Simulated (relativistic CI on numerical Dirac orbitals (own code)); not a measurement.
# How well does a small relativistic CI reproduce Hf I?

Method of calculation: Dirac-Coulomb-Breit CI, separate exchange-only KLI orbitals for each configuration, a model potential for QED, valence Slater integrals scaled by 0.85, P86 correlation energy added to each configuration (own radial code, finite nucleus).

CI space (outside the closed core [Xe] 4f14): 5d²6s², 5d6s²6p, 5d²6s6p, 5d³6s, 5d⁴, 5d²6s6d, 5d6s²5f, 5d6s²7p, 5d³6p, 5d6s²7s, 5d6s²8s, 5d²6s7s, 5d6s²6d, 6s²6p², 6s6p³, 6s6p²6d, 5d²6p², 5d6p³, 5d5f6p², 5d6p²7p, 5d6s6p², 5d6p²6d, 6s5f6p², 6s6p²7p. Double excitations out of closed p, d and f shells are left out; levels of such configurations are missing from the list, as are those of other unlisted configurations, and high levels can miss mixing partners. These lack a partner that the ground configuration has and come out too high: 5d6s²7s, 5d6s²8s.

```tsv
Configuration	Term (tabulated)	J	Measured (cm⁻¹)	Computed	Error	Purity (%)
5d²6s²	3F	2	0.0	0	0	83
5d²6s²	3F	3	2356.7	1868	-489	89
5d²6s²	3F	4	4567.6	3786	-781	87
5d²6s²	3P	0	5521.8	5064	-458	78
5d²6s²	3P	1	6572.5	5761	-811	79
5d²6s²	1G	4	10532.5	10435	-98	84
5d6s²6p	3D°	1	14017.8	11793	-2225	66
5d6s²6p	3F°	3	14541.7	11780	-2762	58
5d6s²6p	3D°	2	16163.4	13514	-2649	62
5d6s²6p	3P°	1	18143.4	15319	-2824	67
5d6s²6p	3F°	4	18225.0	15079	-3146	57
5d6s²6p	3P°	0	18270.1	15354	-2916	72
5d²6s²	1S	0	20328.4	20512	184	80
5d6s²6p	1F°	3	23644.7	22451	-1194	64
5d²6s6p	5D°	3	26305.8	23452	-2854	76
```

Measured levels from NIST Handbook of Basic Atomic Spectroscopic Data (Sansonetti and Martin, J. Phys. Chem. Ref. Data 34, 1559 (2005)); pairs were made by configuration, J and term (by order where the table uses no LS term), so strongly mixed levels may be paired wrongly.

Mean error by configuration (cm⁻¹): 5d²6s² -409; 5d6s²6p -2531; 5d²6s6p -2854. Over the excited levels the mean absolute error is 1671 cm⁻¹ (14 of the 28 excited levels that our extract of the source holds in range could be paired, and the others can miss by more), and the median relative error of those above 1,000 cm⁻¹ is 16 %. Some levels of the ground configuration have no partner.
